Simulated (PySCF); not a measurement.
Computed spin Hamiltonian

Compound: C5H7FN (doublet state).
Z-matrix (Å and degrees, GFN2-xTB geometry), rows numbered from 1:
```
C 
C   1  1.3513
C   2  1.4021  1  123.73
N   3  1.3374  2  119.33  1   179.96
C   4  1.2679  3  125.30  2   179.90
C   5  1.4808  4  124.29  3   179.95
F   5  1.3764  4  121.93  3    -0.00
H   1  1.0748  2  121.73  3   179.96
H   1  1.0769  2  121.22  3    -0.07
H   2  1.0814  1  120.32  3  -179.95
H   3  1.0891  2  119.58  1     0.02
H   6  1.0866  5  109.92  4  -179.89
H   6  1.0894  5  110.01  4   -59.06
H   6  1.0893  5  110.01  4    59.30
```

The hyperfine couplings belong to this conformer and change with its torsions.

As a line formula: `C=C/C=N/[C](C)F` [radical].

Computed with UKS B3LYP, pcH-1 on C F H N, non-relativistic, mean-field spin-orbit, GIAO in PySCF. Geometry: GFN2-xTB, one conformer, isolated molecule. GFN2-xTB frequencies show an imaginary mode (109i cm⁻¹), so this geometry is no minimum at that level. The geometry wasn't refined by DFT: couplings that depend on bond lengths, twists or pyramidal angles can differ widely from those at the functional's own minimum. Stability of the SCF solution: not tested. ⟨S²⟩ is 0.784 where a pure state has 0.75.

```
g1, g2, g3                      : 2.00212, 2.00283, 2.00322
g_iso                           : 2.00272
Form of g                       : rhombic: the two nearest values differ by 36 % of g3 − g1
⟨S²⟩                            : 0.7837 (exact 0.7500)
HOMO–LUMO gap, α and β orbitals : 4.83, 5.12 eV
Total energy                    : -349.30834 Eh
```

Hyperfine couplings atom by atom, in MHz; T1 to T3 are the principal values of the dipolar part; ρ(0) is the spin density at the nucleus:

| atom | isotope | a_iso | T1 | T2 | T3 | Mulliken spin population | ρ(0) (bohr⁻³) |
| --- | --- | --- | --- | --- | --- | --- | --- |
| C1 | 13C | 40.7 | -38.8 | -37.1 | 76.0 | 0.51 | 0.0362 |
| C2 | 13C | -40.2 | -25.6 | 10.6 | 15.0 | -0.23 | -0.0357 |
| C3 | 13C | 53.2 | -45.9 | -44.9 | 90.8 | 0.55 | 0.0473 |
| N4 | 14N | -10.4 | -10.1 | 4.2 | 5.9 | -0.15 | -0.0322 |
| C5 | 13C | 48.6 | -37.4 | -34.9 | 72.3 | 0.36 | 0.0432 |
| C6 | 13C | -15.3 | -0.9 | 0.2 | 0.7 | -0.03 | -0.0136 |
| F7 | 19F | 63.0 | -89.7 | -74.8 | 164.5 | 0.02 | 0.0150 |
| H8 | 1H | -32.0 | -18.9 | -0.3 | 19.2 | -0.02 | -0.0072 |
| H9 | 1H | -30.0 | -15.6 | -1.5 | 17.1 | -0.02 | -0.0067 |
| H10 | 1H | 10.8 | -4.0 | -1.8 | 5.8 | 0.01 | 0.0024 |
| H11 | 1H | -35.5 | -16.6 | -2.5 | 19.1 | -0.02 | -0.0079 |
| H12 | 1H | 1.0 | -2.1 | -1.8 | 3.9 | 0.00 | 0.0002 |
| H13 | 1H | 44.3 | -2.4 | -1.7 | 4.0 | 0.02 | 0.0099 |
| H14 | 1H | 44.4 | -2.4 | -1.7 | 4.0 | 0.02 | 0.0099 |

The Mulliken spin populations are largest on C3 (+0.55), C1 (+0.51), C5 (+0.36) and C2 (-0.23). Three atoms exceed +0.15. The angles at C3 add up to 360.0°, so it is planar.

C5, the radical centre as drawn in `C=C/C=N/[C](C)F`, holds a spin population of +0.36 out of 1.

Axes: g3 points within 1° of the N4–C5 bond.

Under fast tumbling the dipolar parts average out, and these isotropic splittings remain (the largest six): 1 × 19F (F7, I = 1/2, 2 lines) with 2.25 mT, 1 × 1H (H11, I = 1/2, 2 lines) with 1.27 mT, 1 × 1H (H8, I = 1/2, 2 lines) with 1.14 mT, 1 × 1H (H9, I = 1/2, 2 lines) with 1.07 mT, 3 × 1H (H12/H13/H14, I = 1/2, 4 lines) with 1.07 mT and 1 × 1H (H10, I = 1/2, 2 lines) with 0.39 mT.

Means are taken over nuclei equivalent by connectivity, which assumes that they swap fast. The three 1H nuclei of mean +29.9 MHz run from 1.0 to 44.4 MHz in the frozen geometry.

The 13C coupling of C3 (53.2 MHz) shows only in satellite lines or after enrichment, since that isotope makes up about 1.07 % of natural carbon.

On Arm Neoverse V2, one thread, no GPU, shared host with 96 logical CPUs at a one-minute load of 40, this took 38 s wall (with the writing of density and orbital grids) and 0.85 GiB of memory at its peak.
